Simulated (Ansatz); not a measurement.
[ReNF4]2- (ReNF4²⁻). Charge -2, multiplicity 3. Geometry PBE0-D4/def2-SVPD; atoms count from 1.

| atom | x (Å) | y (Å) | z (Å) |
| --- | --- | --- | --- |
| Re1 | -0.1270 | 0.2680 | 0.0143 |
| N2 | -0.8441 | 1.7817 | 0.0948 |
| F3 | -0.9979 | -0.4931 | 1.6414 |
| F4 | 1.6360 | -0.5909 | 0.7730 |
| F5 | 0.9461 | 0.6023 | -1.6356 |
| F6 | -0.6131 | -1.5681 | -0.8879 |

In the def2 sets Re takes a core potential; there is no spin–orbit coupling. A multiply charged anion in the gas phase is held together partly by the finite basis. Removing one electron lowers the energy by 3.19 eV at PBE0-D4/def2-TZVPD, so it isn't bound. The highest occupied level of the charge -2 triplet lies above zero (up to 4.11 eV). It is a level of α spin, whose loss leaves a doublet; that state wasn't run at this geometry and level. The electron is either unbound and held by the finite basis, or the level is raised by self-interaction error. At PBE0-D4/def2-TZVPD a singlet of charge -2 lies 0.26 eV below the triplet, each at its own geometry.

(1) Estimate the Mulliken populations from the PBE0/def2-TZVPD orbitals of Ansatz.

(2) Where does the spin sit?

(3) And the Mayer bond orders between bonded heavy atoms (over 0.3)?

Results:

(1) 
| atom | charge (e) | spin (α − β) | d electrons |
| --- | --- | --- | --- |
| Re1 | 1.30 | 2.36 | 4.49 |
| N2 | -0.50 | -0.36 | – |
| F3 | -0.67 | 0.01 | – |
| F4 | -0.73 | -0.01 | – |
| F5 | -0.67 | 0.01 | – |
| F6 | -0.73 | -0.01 | – |
Mulliken values and Mayer orders depend strongly on the basis. With diffuse functions, as here, like atoms can get unlike values, and bond orders can come out too low or too high.

(2) Summed by element: Re 2.36, N -0.36, F 0.00, of 2 unpaired in all. Largest on single atoms: Re1 2.36, N2 -0.36, F5 0.01.

(3) Re1–N2 2.48 (1.68 Å); Re1–F3 0.51 (2.00 Å); Re1–F5 0.51 (2.00 Å).
